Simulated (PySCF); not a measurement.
C₄H₉NOSi.
Numbering: `[H]/[N:1]=[CH:2]\[Si@@H:3]1[CH2:4][CH2:5][CH2:6][O:7]1` (hydrogens: H8 on N1; H9 on C2; H10 on Si3; H11, H12 on C4; H13, H14 on C5; H15, H16 on C6)

Structure used (PBE0-D3(BJ)/def2-SVP), in Å, numbered top down from 1:
```
atom  x, y, z in Å
N1     3.4560   -0.5768    0.1066
C2     2.3253   -0.1041   -0.2416
Si3    0.7448   -0.1570    0.7953
C4    -0.7221   -0.9942   -0.0474
C5    -1.8562   -0.0303    0.3353
C6    -1.2758    1.3849    0.3487
O7     0.0101    1.3470    0.9419
H8     3.4040   -0.9651    1.0587
H9     2.2764    0.3476   -1.2523
H10    1.1450   -0.7013    2.1303
H11   -0.9156   -2.0317    0.2609
H12   -0.5579   -1.0022   -1.1388
H13   -2.7222   -0.0984   -0.3426
H14   -2.2189   -0.2758    1.3480
H15   -1.1977    1.7789   -0.6829
H16   -1.9107    2.0820    0.9186
```

Level: PBE0/pcSseg-1 and CAM-B3LYP/def2-SVPD in PySCF, non-relativistic, on one gas-phase PBE0-D3(BJ)/def2-SVP geometry that isn't relaxed in the solvent. The solvent is an IEF-PCM continuum (van der Waals radii × 1.2). Specific hydrogen bonds and non-electrostatic terms are outside this model.

Gas phase at PBE0/pcSseg-1: HOMO -7.12 eV, LUMO -1.07 eV, dipole 3.19 D.

Task: What does the continuum do to the energy, the frontier levels and the dipole at PBE0/pcSseg-1 in chloroform?

Result: 
| solvent | ε | E(solvent) − E(gas) (kJ/mol) | polarisation term (kJ/mol) | distortion of the solute (kJ/mol) | HOMO (eV) | LUMO (eV) | dipole (D) |
| --- | --- | --- | --- | --- | --- | --- | --- |
| chloroform | 4.711 | -20.23 | -22.36 | 2.13 | -7.18 | -1.06 | 3.78 |

Polarisation term: ½ Σ q·V over the induced surface charges. Distortion: the rise of the solute's own energy as its density leaves the gas-phase optimum.

Task: Which radius a makes the point-dipole formula ΔE = −[(ε − 1)/(2ε + 1)]·μ²/a³ give the value in chloroform, with the gas-phase dipole?

Result: μ = 1.254 au and |ΔE| = 0.00771 Eh give a = 2.21 Å; the farthest nucleus lies 3.62 Å from the centroid of the nuclei, so such a sphere wouldn't even hold the nuclei. The formula assumes a rigid point dipole at the centre of a sphere.

Task: Give the dipole vector in the frame of the coordinates (D, pointing from negative to positive charge), gas and chloroform.

Result: Gas (-3.05, -0.92, -0.16), solvent (-3.61, -1.10, -0.26). Its length changes by +19 % and its direction by less than 1°.

Task: Which Hirshfeld charges (PBE0/pcSseg-1) respond most in chloroform (means over atoms taken as equivalent)?

Result: 
```json
{"atoms": "N1", "environment": "C=N nitrogen", "gas (e)": "-0.210", "solvent (e)": "-0.237", "change": "-0.027"}
{"atoms": "O7", "environment": "silyl ether oxygen", "gas (e)": "-0.243", "solvent (e)": "-0.256", "change": "-0.013"}
{"atoms": "H8", "environment": "N–H hydrogen", "gas (e)": "+0.101", "solvent (e)": "+0.107", "change": "+0.006"}
{"atoms": "H9", "environment": "hydrogen on a C=N carbon", "gas (e)": "+0.044", "solvent (e)": "+0.048", "change": "+0.004"}
{"atoms": "H13", "environment": "methylene hydrogen", "gas (e)": "+0.045", "solvent (e)": "+0.049", "change": "+0.004"}
{"atoms": "H12", "environment": "methylene hydrogen", "gas (e)": "+0.041", "solvent (e)": "+0.044", "change": "+0.003"}
{"atoms": "C2", "environment": "C=N carbon", "gas (e)": "-0.047", "solvent (e)": "-0.044", "change": "+0.003"}
{"atoms": "H11", "environment": "methylene hydrogen", "gas (e)": "+0.044", "solvent (e)": "+0.048", "change": "+0.004"}
```

Task: Which Mayer bond orders change most in chloroform?

Result: 
```json
{"bond": "C6–O7", "length (Å)": "1.417", "gas": "0.900", "solvent": "0.887", "change": "-0.013"}
{"bond": "Si3–C4", "length (Å)": "1.888", "gas": "0.903", "solvent": "0.912", "change": "+0.009"}
{"bond": "N1–C2", "length (Å)": "1.274", "gas": "1.977", "solvent": "1.970", "change": "-0.007"}
{"bond": "O7–Si3", "length (Å)": "1.680", "gas": "0.963", "solvent": "0.957", "change": "-0.006"}
{"bond": "C5–C6", "length (Å)": "1.530", "gas": "1.031", "solvent": "1.035", "change": "+0.004"}
{"bond": "C2–Si3", "length (Å)": "1.891", "gas": "0.860", "solvent": "0.858", "change": "-0.002"}
{"bond": "C4–H11", "length (Å)": "1.100", "gas": "0.950", "solvent": "0.948", "change": "-0.002"}
{"bond": "C4–H12", "length (Å)": "1.104", "gas": "0.943", "solvent": "0.941", "change": "-0.002"}
```

Task: How do the nuclear quadrupole coupling constants eQVzz/h respond in chloroform?

Result: 
```csv
nucleus,Q (barn),gas (MHz),solvent (MHz),η gas,η solvent
14N at N1,0.02044,-5.14,-4.97,0.61,0.62
17O at O7,-0.0256,-10.16,-10.03,0.44,0.44
```

Gas phase at CAM-B3LYP/def2-SVPD: HOMO -8.60 eV, LUMO 0.03 eV, dipole 3.27 D.

Task: What does the continuum do to the energy, the frontier levels and the dipole at CAM-B3LYP/def2-SVPD in chloroform?

Result: 
```tsv
solvent	ε	E(solvent) − E(gas) (kJ/mol)	polarisation term (kJ/mol)	distortion of the solute (kJ/mol)	HOMO (eV)	LUMO (eV)	dipole (D)
chloroform	4.711	-20.08	-22.75	2.67	-8.65	0.05	3.98
```

Task: How does the static polarisability (CAM-B3LYP/def2-SVPD, frozen core, with the continuum's full static response) change?

Result: 
```csv
medium,isotropic (au),principal values (au),⟨r²⟩ of the electrons (bohr²)
gas,81.0,"68.5, 73.0, 101.6",1027.8
chloroform,99.6,"84.4, 91.2, 123.2",1028.6
```

The isotropic value in chloroform is 1.23 times the gas-phase one; no cavity-field correction is applied. ⟨r²⟩ is taken about the centre of nuclear charge.
